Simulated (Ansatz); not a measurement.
One change: `[F][GeH2][CH2]Cl` becomes `[OH][GeH]([F])[CH2]Cl`.

Ansatz, PBE0-D4/def2-TZVP geometries, multiplicity 1. Each molecule was computed in one conformer, which needn't be the lowest.

Scalar relativity is left out up to krypton.

```json
{"property": "size of the dipole moment (PBE/def2-TZVPP) / D", "`[F][GeH2][CH2]Cl`": "2.66"}
{"property": "HOMO energy (ωB97M-V/def2-TZVPP) / eV", "`[F][GeH2][CH2]Cl`": "-10.45"}
{"property": "HOMO–LUMO gap (PBE/def2-TZVPP) / eV", "`[F][GeH2][CH2]Cl`": "5.88"}
{"property": "size of the dipole moment (B3LYP/def2-TZVPP) / D", "`[F][GeH2][CH2]Cl`": "2.82"}
{"property": "HOMO energy (PBE0/def2-TZVPP) / eV", "`[F][GeH2][CH2]Cl`": "-8.23"}
{"property": "HOMO energy (PBE/def2-TZVPP) / eV", "`[F][GeH2][CH2]Cl`": "-6.88"}
```

Problem. What does the change do to each property? (An estimate is asked.)

Solution. Ansatz gave: 
| property | `[OH][GeH]([F])[CH2]Cl` | shift |
| --- | --- | --- |
| size of the dipole moment (PBE/def2-TZVPP) / D | 1.40 | -1.26 |
| HOMO energy (ωB97M-V/def2-TZVPP) / eV | -10.60 | -0.15 |
| HOMO–LUMO gap (PBE/def2-TZVPP) / eV | 5.89 | 0.01 |
| size of the dipole moment (B3LYP/def2-TZVPP) / D | 1.45 | -1.37 |
| HOMO energy (PBE0/def2-TZVPP) / eV | -8.36 | -0.13 |
| HOMO energy (PBE/def2-TZVPP) / eV | -6.98 | -0.10 |

Dipoles are sizes alone; their direction can turn.

B3LYP here is the variant with VWN-RPA as its local correlation; programs differ in this.
